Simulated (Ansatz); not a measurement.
BH3SeSn, SMILES `[BH]1[Se][SnH2]1`, relaxed with RKS PBE-D4/def2-SVP in Ansatz from a rough embedded geometry. The force threshold is 0.03 eV/Å; the program also tests the step.

The species carries charge 0 and has multiplicity 1. Sn: def2 effective core potential.

Start:

```xyz
6

B    -0.889    1.104    0.132
Se   -0.198    0.623   -1.716
Sn    0.641   -0.650    0.074
H    -1.788    1.380    0.785
H     2.281   -0.193    0.543
H    -0.048   -2.264    0.182
```

(1) By how much does the energy fall, and how many steps does the optimiser take? (Estimate.)

(2) Which bonds change most? (Best estimate.)

(3) Give the relaxed structure. (Estimate.)

Results:

(1) Computed: 128.19 kJ/mol, in 7 steps, 1 of them rejected.

(2) Computed: Se2–Sn3 from 2.352 to 2.770 Å; B1–Se2 from 2.031 to 1.863 Å; B1–Sn3 from 2.328 to 2.253 Å; B1–H4 from 1.145 to 1.208 Å.

(3) The calculation gave: 
```xyz
6

B    -0.954    0.966    0.043
Se   -0.358    0.732   -1.707
Sn    0.534   -0.657    0.517
H    -1.743    1.633    0.669
H     2.245   -0.370    0.447
H     0.276   -2.304    0.031
```
